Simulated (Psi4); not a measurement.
C$_{2}$H$_{2}$, charge +1, doublet, at a GFN2-xTB geometry (a state made from the parent by changing its charge; the spin is typed, not shown lowest); BLYP/aug-cc-pVTZ (Psi4).

Psi4 was given this input:
```
memory 2 GB

molecule mol {
1 2
C    -0.005518    0.032082    0.612324
C    -0.017105    0.044938   -0.611300
H     0.052121   -0.213586   -1.666241
H     0.083618   -0.248535    1.660100
}

set {
  basis aug-cc-pvtz
  reference uks
  s_tolerance 1e-5
  s_orthogonalization canonical
}

energy('blyp')
print_variables()
```

Output, abridged:

```
   => Loading Basis Set <=

    Name: AUG-CC-PVTZ
    Role: ORBITAL
    Keyword: BASIS

         ---------------------------------------------------------
                                   SCF
               by Justin Turney, Rob Parrish, Andy Simmonett
                          and Daniel G. A. Smith
                              UKS Reference
         ---------------------------------------------------------

  ==> Geometry <==

    Molecular point group: c1
    Full point group: C1

    Geometry (in Angstrom), charge = 1, multiplicity = 2:

       Center              X                  Y                   Z               Mass
    ------------   -----------------  -----------------  -----------------  -----------------
         C           -0.000341314520     0.014457881935     0.612089566247    12.000000000000
         C           -0.011928314520     0.027313881935    -0.611534433753    12.000000000000
         H            0.057297685480    -0.231210118065    -1.666475433753     1.007825032230
         H            0.088794685480    -0.266159118065     1.659865566247     1.007825032230

  Running in c1 symmetry.

  Rotational constants: A =    114.82824  B =      1.15764  C =      1.14609 [cm^-1]
  Rotational constants: A = 3442464.02733  B =  34705.30759  C =  34358.91711 [MHz]
  Nuclear repulsion =   24.330880768260183

  Charge       = 1
  Multiplicity = 2
  Electrons    = 13
  Nalpha       = 7
  Nbeta        = 6

  ==> Algorithm <==

  SCF Algorithm Type is DF.
  DIIS enabled.
  MOM disabled.
  Fractional occupation disabled.
  Guess Type is SAD.
  Energy threshold   = 1.00e-06
  Density threshold  = 1.00e-06
  Integral threshold = 1.00e-12

  ==> Primary Basis <==

  Basis Set: AUG-CC-PVTZ
    Blend: AUG-CC-PVTZ
    Number of shells: 46
    Number of basis functions: 138
    Number of Cartesian functions: 160
    Spherical Harmonics?: true
    Max angular momentum: 3

  ==> DFT Potential <==

   => LibXC <=

    Version 7.1.2
    S. Lehtola, C. Steigemann, M. J. T. Oliveira, and M. A. L. Marques,  SoftwareX 7, 1–5 (2018) (10.1016/j.softx.2017.11.002)

   => Composite Functional: BLYP <=

    BLYP GGA Exchange-Correlation Functional

    P.J. Stephens et. al., J. Phys. Chem., 98, 11623-11627, 1994
    B. Miehlich et. al., Chem. Phys. Lett., 157(3), 200-206 1989

    Deriv               =              1
    GGA                 =           TRUE
    Meta                =          FALSE

    Exchange Hybrid     =          FALSE
[...]
      Ntotal   =   12.9999995842 ; deviation = -4.158e-07

   @Spin Contamination Metric:   2.297605523E-03
   @S^2 Expected:                7.500000000E-01
   @S^2 Observed:                7.522976055E-01
   @S   Expected:                5.000000000E-01
   @S   Observed:                5.000000000E-01

    Orbital Energies [Eh]
    ---------------------

    Alpha Occupied:

[...]
       7A     -0.597820

    Alpha Virtual:

[...]
    Beta Occupied:

[...]
    Beta Virtual:

[...]
    Final Occupation by Irrep:
              A
    DOCC [     6 ]
    SOCC [     1 ]
    NA   [     7 ]
    NB   [     6 ]

  @DF-UKS Final Energy:   -76.91698251476298

   => Energetics <=

    Nuclear Repulsion Energy =             24.3308807682601831
    One-Electron Energy =                -146.1688253367678669
    Two-Electron Energy =                  56.0781047255473695
    DFT Exchange-Correlation Energy =     -11.1571426718026707
    Empirical Dispersion Energy =           0.0000000000000000
    VV10 Nonlocal Energy =                  0.0000000000000000
    Total Energy =                        -76.9169825147629780

  UHF NO Occupations:
  HONO-2 :    5  A 1.9996750
  HONO-1 :    6  A 1.9993552
  HONO-0 :    7  A 1.0000000
  LUNO+0 :    8  A 0.0006448
  LUNO+1 :    9  A 0.0003250
  LUNO+2 :   10  A 0.0001026
  LUNO+3 :   11  A 0.0000760

Computation Completed

Properties will be evaluated at   0.000000,   0.000000,   0.000000 [a0]

Properties computed using the SCF density matrix

 Multipole Moments:

 ------------------------------------------------------------------------------------
     Multipole            Electronic (a.u.)      Nuclear  (a.u.)        Total (a.u.)
 ------------------------------------------------------------------------------------

 L = 1.  Multiply by 2.5417464519 to convert [e a0] to [Debye]
 Dipole X            :         -0.1006210            0.1369571            0.0363361
 Dipole Y            :          0.3425653           -0.4662685           -0.1237032
 Dipole Z            :          0.0046656           -0.0061965           -0.0015310
 Magnitude           :                                                    0.1289385

 ------------------------------------------------------------------------------------

  Variable Map:
  ----------------------------------------------------------------------------
[...]
  Array Variable Map:
  ----------------------------------------------------------------------------
[...]
[...]
```
